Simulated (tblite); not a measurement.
Compound: C4H2F3O2P.
Geometry (GFN2-xTB, Å), atoms numbered from 1 in this order:
```xyz
12
C4H2F3O2P angstrom
C      2.990    0.380    0.301
C      1.803    0.529    0.205
P      0.054    0.766    0.148
O     -0.545    1.679    1.116
O     -0.246    1.159   -1.367
C     -0.561   -0.965    0.280
F      0.252   -1.912    0.754
C     -1.828   -1.207   -0.015
F     -2.599   -0.233   -0.478
F     -2.491   -2.344    0.054
H      4.031    0.246    0.366
H     -0.858    1.900   -1.391
```

Method: GFN2-xTB as coded in tblite; computed harmonic values from a numerical Hessian at the method's own geometry, unscaled. Against measured fundamentals such values can be off by several per cent, at times by over 20. One conformer, not necessarily the lowest.

Harmonic wavenumbers (cm⁻¹): 37.9, 74.6, 102.2, 117.1, 134.1, 209.6, 223.5, 259.9, 283.7, 321.3, 358.9, 379.6, 426.9, 462.6, 483.2, 491.8, 636.1, 675.3, 680.0, 703.3, 842.8, 891.1, 1011.3, 1187.4, 1206.2, 1284.2, 1755.7, 2222.2, 3365.1, 3543.0.

A = 1857, B = 876.2, C = 687.4 MHz; mass 169.974 u (most abundant isotopes); point group C1, symmetry number 1.

Q: What is the zero-point energy?

A: Half the sum of the wavenumbers: 12185 cm⁻¹ = 145.77 kJ/mol.

Q: Entropy at 298.15 K, 1 bar (ideal gas, RRHO, classical rotation)?

A: Translation 172.91, rotation 125.70, vibration 143.76: S = 442.4 J/(mol K).

Q: And Cp and H(298.15 K) − H(0)?

A: Cp = 168.92 J/(mol K), of which vibrations give 135.66 (their classical limit is 30 R = 249.4); H(298.15 K) − H(0) = 32.27 kJ/mol without the zero-point energy, 22.36 from vibrations.

Q: What must be added to the electronic energy to get the Gibbs energy at 298.15 K and 1 bar?

A: ZPE + [H(298.15 K) − H(0)] − T·S = 145.77 + 32.27 − 131.89 = 46.15 kJ/mol.

Q: How do the functions run with temperature in this model?

A: 
```tsv
T (K)	S (J/(mol K))	Cp (J/(mol K))	H − H(0) (kJ/mol)	G − H(0) (kJ/mol)	ln q(vib)
50	254.9	58.8	2.18	-10.57	0.65
100	304.8	88.0	5.86	-24.62	2.07
373.15	482.3	187.0	45.65	-134.32	10.48
500	540.3	208.7	70.85	-199.29	13.96
750	630.2	233.6	126.48	-346.14	19.91
1000	699.4	247.6	186.76	-512.67	24.91
```

q(vib) and H(0) count from the zero-point level.

Q: Which modes carry the vibrational entropy at 298.15 K?

A: 37.9 cm⁻¹: 22.45; 74.6 cm⁻¹: 16.85; 102.2 cm⁻¹: 14.28; 117.1 cm⁻¹: 13.17; 134.1 cm⁻¹: 12.08; 209.6 cm⁻¹: 8.57 J/(mol K); the other 24 give 56.36 together.

Hindered rotation and anharmonicity are outside this model. Other conformers, if any are populated, would add a mixing term that is left out. The structure is chiral; the term R ln 2 for an equal mix with its mirror image is left out.

On one thread of an Arm Neoverse V1, no GPU, on a shared host, this took 0.41 s. This covers the Hessian and the dipole derivatives.
